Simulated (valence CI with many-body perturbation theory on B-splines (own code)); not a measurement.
Results of a calculation; reference values are marked as such.
Pd13+: what the settings do

Level of theory: relativistic CI+MBPT: five valence electrons over a frozen Dirac-Fock core [Ar] 3d10, radial functions for each j: 6 s, 6 p, 5 d, 3 f, 1 g, with the one-electron correlation potential Σ1, the two-electron term Σ2, the three-electron term Σ3, Breit, model QED; selected CI, second order for the rest, scaled by the run's own slope (own B-spline code, finite nucleus).

No measured levels were compared; by estimate levels hold to about 250 cm⁻¹ or 0.2 % of their energy and the worst to 1 %, as in measured heavy ions of charge 2 to 7; those with d or f electrons hold less well. Among the levels kept, up to 860 cm⁻¹ of a level comes from second order outside the variational space, and about a tenth of that is noise between levels of different J, which matters for small intervals.

The reference run has the lowest level 4s2 4p3 4S°_3/2 and an ionisation energy of 312.700 eV. Its largest variational space holds 9998 state functions.

Names give the largest LS component (configuration and term), which can be under half, so a name can repeat, a term be missing and a line seem to break the LS rules; names also repeat where a configuration has a term twice.

Changed runs:
A. correlating orbitals by l 3 3 3 2 1 → 4 4 3 0 0
B. box radius (bohr) 8.1863 → 12.11
C. size limit of the variational space 10000 → 1500; Breit term on → off
D. scale of Σ2 1 → 3 (bad on purpose)

Excitation energies of the reference run in cm⁻¹, and shifts in cm⁻¹:

| Level | Reference | A | B | C | D |
| --- | --- | --- | --- | --- | --- |
| 4s2 4p3 2D°_3/2 | 40239 | +343 | +0.1 | +411 | -121 |
| 4s2 4p3 2D°_5/2 | 55081 | +542 | 0 | +576 | -319 |
| 4s2 4p3 2P°_1/2 | 79540 | +755 | +0.1 | +522 | -1222 |
| 4s2 4p3 2P°_3/2 | 113449 | +594 | +0.1 | +1200 | -245 |
| 4s 4p4 4P_5/2 | 305176 | -191 | -0.2 | +70 | +3056 |
| 4s 4p4 4P_3/2 | 333126 | -206 | -0.2 | +406 | +3078 |
| 4s 4p4 4P_1/2 | 338791 | -97 | -0.1 | +361 | +2625 |
| 4s 4p4 2D_3/2 | 376626 | +308 | -0.2 | +427 | -425 |
| 4s 4p4 2D_5/2 | 388115 | +319 | -0.2 | +708 | +375 |
| 4s 4p4 2S_1/2 | 424839 | +723 | 0 | +511 | -5131 |
| 4s 4p4 2P_3/2 | 432359 | +431 | -0.2 | +707 | -5857 |
| 4s2 4p2 4d 4F_3/2 | 467610 | +668 | -1.1 | +646 | -688 |
| Ionisation energy (eV) | 312.700 | -0.106 | -8.8e-05 | +0.105 | -0.138 |
